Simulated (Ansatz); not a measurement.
Start from `[CH3][GeH2][GeH3]` and change one atom or group to get `[CH3][GeH3]`.

Ansatz, PBE0-D4/def2-TZVP geometries, multiplicity 1. 

Scalar relativity is left out up to krypton.

```json
{"property": "HOMO–LUMO gap (PBE/def2-TZVPP) / eV", "`[CH3][GeH2][GeH3]`": "6.46"}
{"property": "size of the dipole moment (B3LYP/def2-TZVPP) / D", "`[CH3][GeH2][GeH3]`": "0.84"}
{"property": "LUMO energy (ωB97M-V/def2-TZVPP) / eV", "`[CH3][GeH2][GeH3]`": "2.03"}
{"property": "HOMO–LUMO gap (ωB97M-V/def2-TZVPP) / eV", "`[CH3][GeH2][GeH3]`": "11.94"}
{"property": "HOMO–LUMO gap (PBE0/def2-TZVPP) / eV", "`[CH3][GeH2][GeH3]`": "8.31"}
{"property": "HOMO energy (PBE0/def2-TZVPP) / eV", "`[CH3][GeH2][GeH3]`": "-7.88"}
```

Problem. What does the change do to each property? (Estimate.)

Solution. The calculation gave: 
| property | `[CH3][GeH3]` | shift |
| --- | --- | --- |
| HOMO–LUMO gap (PBE/def2-TZVPP) / eV | 7.79 | 1.33 |
| size of the dipole moment (B3LYP/def2-TZVPP) / D | 0.72 | -0.12 |
| LUMO energy (ωB97M-V/def2-TZVPP) / eV | 2.39 | 0.36 |
| HOMO–LUMO gap (ωB97M-V/def2-TZVPP) / eV | 13.54 | 1.60 |
| HOMO–LUMO gap (PBE0/def2-TZVPP) / eV | 9.81 | 1.50 |
| HOMO energy (PBE0/def2-TZVPP) / eV | -8.93 | -1.05 |

With PBE0 the HOMO falls by 1.05 eV and the LUMO rises by 0.45 eV, so the gap widens by about 1.50 eV. PBE moves the HOMO by -0.88 eV and ωB97M-V by -1.24 eV. The zero-point energy changes by -42.1 kJ/mol with -9 modes. Dipoles are sizes alone; their direction can turn.

B3LYP here is the variant with VWN-RPA as its local correlation; programs differ in this.
